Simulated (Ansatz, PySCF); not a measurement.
B(Cl)2(OSiH3) (BCl2H3OSi), SMILES [SiH3]OB(Cl)Cl. Atoms are numbered in the order given.

```xyz
8

B     -0.0702    -0.0150     0.4909
Cl     0.0534    -0.6048     2.1469
Cl    -0.2572     1.7320     0.2072
O     -0.0238    -0.8708    -0.5315
Si    -0.1088    -0.6798    -2.2140
H      1.0172     0.1764    -2.6680
H     -1.4152    -0.0703    -2.5731
H      0.0077    -2.0453    -2.7798
```
Charge 0, spin multiplicity 1.

Geometry: B3LYP-D3(BJ)/def2-SVP. This is a generated structure with no PubChem entry under its InChIKey; it may be hypothetical. The values are those of a single conformer.

Two levels are set side by side: PBE-D3(BJ)/def2-SVP (Ansatz, an electronic-structure program) and B3LYP-D3(BJ)/def2-SVP (Ansatz). Each level has its own optimised geometry; the coordinates shown are those of the second. Frequencies come from the Hessian of PySCF at each geometry. Differences are taken from unrounded values.

| quantity | B3LYP-D3(BJ) | PBE-D3(BJ) | PBE-D3(BJ) minus B3LYP-D3(BJ) |
|---|---|---|---|
| mean bond length (Å) | 1.575 | 1.585 | 0.010 |
| bond B1–Cl2 (Å) | 1.762 | 1.763 | 0.001 |
| bond B1–Cl3 (Å) | 1.780 | 1.782 | 0.002 |
| bond B1–O4 (Å) | 1.334 | 1.345 | 0.011 |
| bond O4–Si5 (Å) | 1.695 | 1.711 | 0.016 |
| bond Si5–H6 (Å) | 1.486 | 1.499 | 0.013 |
| bond Si5–H7 (Å) | 1.486 | 1.499 | 0.013 |
| bond Si5–H8 (Å) | 1.483 | 1.496 | 0.013 |
| highest harmonic wavenumber (cm⁻¹) | 2276 | 2217 | -58 |
| mean harmonic wavenumber (cm⁻¹) | 902 | 875 | -27 |
| zero-point energy (kcal/mol) | 23.20 | 22.51 | -0.69 |

GGA bonds tend to be longer and softer than those of functionals with exact exchange. Differences between two approximate levels are no errors against the true value.
